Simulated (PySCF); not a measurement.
# Dipole moment and polarisability of (HGe)4S6 adamantane

Species: (HGe)4S6 adamantane, Ge₄H₄S₆.
Cartesian coordinates in Å at the PBE0-D3(BJ)/def2-SVP level; atoms count from 1:
```
atom  x, y, z in Å
Ge1   -1.4670   -1.5431    0.1009
H2    -2.5246   -2.6495    0.1686
S3    -0.9730   -1.2956   -2.0554
Ge4    0.5611    0.3160   -2.0228
H5     0.9618    0.5425   -3.4839
S6     2.4210   -0.2921   -0.9594
Ge7    1.7072   -0.5813    1.1300
H8     2.9355   -0.9929    1.9476
S9     0.2596   -2.2648    1.3071
S10    0.9673    1.3054    2.0553
Ge11  -0.8065    1.7946    0.8045
H12   -1.3944    3.0861    1.3819
S13   -2.4213    0.2699    0.9678
S14   -0.2462    2.2610   -1.2990
```

Level: B3LYP/def2-SVPD (PySCF), static field, nuclei fixed, core orbitals frozen in the response. The polarisability tensor in these axes (au):

```
x   226.91   0.07  -0.07
y     0.07 227.09  -0.08
z    -0.07  -0.08 226.79
```

**Question.** Diagonalise the tensor; give its mean and Δα, where Δα² is half the sum of the squared differences of the eigenvalues.

**Answer.** Principal values 226.75, 226.90 and 227.14 au; mean 226.93 au = 33.63 Å³ = 37.42 × 10⁻⁴⁰ C²·m²/J; Δα = 0.34 au (0 % of the mean). Point group Td makes the tensor isotropic, so any spread comes from the grid or from a geometry that is symmetric only within 0.08 Å.

**Question.** What is the dipole moment?

**Answer.** 0.01 D; point group Td allows none, and the residue is numerical.

**Question.** What would n − 1 = 2πNα be for an ideal gas of these molecules at 500 K and 1 atm, electronic part alone?

**Answer.** N = p/kT = 1.4678 × 10¹⁹ cm⁻³, so n − 1 = 2π × N × 33.63 × 10⁻²⁴ cm³ = 3101 × 10⁻⁶ at long wavelengths.

**Question.** Estimate the molar refractivity from the static electronic polarisability.

**Answer.** Lorentz–Lorenz: R = (4π/3)N_A α = 2.5225 cm³/(mol·Å³) × 33.63 Å³ = 84.8 cm³/mol, in the limit of long wavelengths.

**Question.** Find the Langevin capture rate constant for H3O+ (19.018 u) meeting this molecule (491.548 u), k = 2.342 × 10⁻⁹ cm³/s × √(α in Å³ / reduced mass in u).

**Answer.** The reduced mass is 18.31 u, so k = 3.17 × 10⁻⁹ cm³/s.

Isolated species at its PBE0-D3(BJ)/def2-SVP geometry (one conformer only). The calculation is non-relativistic, for germanium too.

The run behind these numbers computed excited states as well. Time: 2.4 min wall, 5.1 min CPU (with the writing of density and orbital grids); peak memory 2.8 GiB. Hardware: 2 threads of an Intel Xeon Platinum 8488C, shared host.
